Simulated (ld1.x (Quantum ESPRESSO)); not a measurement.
# An all-electron radial function and its pseudo partner (technetium (Tc))

Columns: radius, all-electron u(r) and pseudo u(r) of the 4d shell (level -22.50 eV) of technetium in the configuration [Ar] 3d10 4s2 4p6 4d5 5s0 5p0; PBE, scalar-relativistic, TM scheme, ld1.x (Quantum ESPRESSO) 7.5.

| r (bohr) | all-electron | pseudo |
| --- | --- | --- |
| 0.098 | 0.1493 | -0.0023 |
| 0.195 | 0.3632 | -0.0176 |
| 0.292 | 0.3846 | -0.0560 |
| 0.390 | 0.2458 | -0.1234 |
| 0.488 | 0.0352 | -0.2185 |
| 0.585 | -0.1824 | -0.3326 |
| 0.682 | -0.3774 | -0.4552 |
| 0.780 | -0.5386 | -0.5748 |
| 0.878 | -0.6607 | -0.6784 |
| 0.975 | -0.7454 | -0.7575 |
| 1.072 | -0.7988 | -0.8102 |
| 1.170 | -0.8269 | -0.8379 |
| 1.268 | -0.8346 | -0.8440 |
| 1.365 | -0.8271 | -0.8337 |
| 1.463 | -0.8082 | -0.8120 |
| 1.560 | -0.7815 | -0.7832 |
| 1.658 | -0.7492 | -0.7497 |
| 1.755 | -0.7136 | -0.7137 |
| 1.852 | -0.6761 | -0.6761 |
| 1.950 | -0.6373 | -0.6373 |
| 2.047 | -0.5987 | -0.5987 |
| 2.145 | -0.5603 | -0.5603 |
| 2.242 | -0.5232 | -0.5232 |
| 2.340 | -0.4870 | -0.4870 |
| 2.438 | -0.4523 | -0.4523 |
| 2.535 | -0.4196 | -0.4196 |

(1) How many radial nodes do the two functions have?

(2) At about which radius was the pseudo-wave matched?

(3) Is the pseudo-wave norm-conserving?

## Answers

(1) The all-electron 4d function has n − l − 1 = 1; the pseudo-wave has 0, since the states of the same l below it are removed with the core.

(2) 1.95 bohr. The columns agree to 0.0005 from 1.75 bohr on; several derivatives are matched, so the curves merge somewhat inside the radius.

(3) Yes: the TM scheme keeps the norm inside the radius equal to the all-electron one, which fixes the energy derivative of the logarithmic derivative at the level.
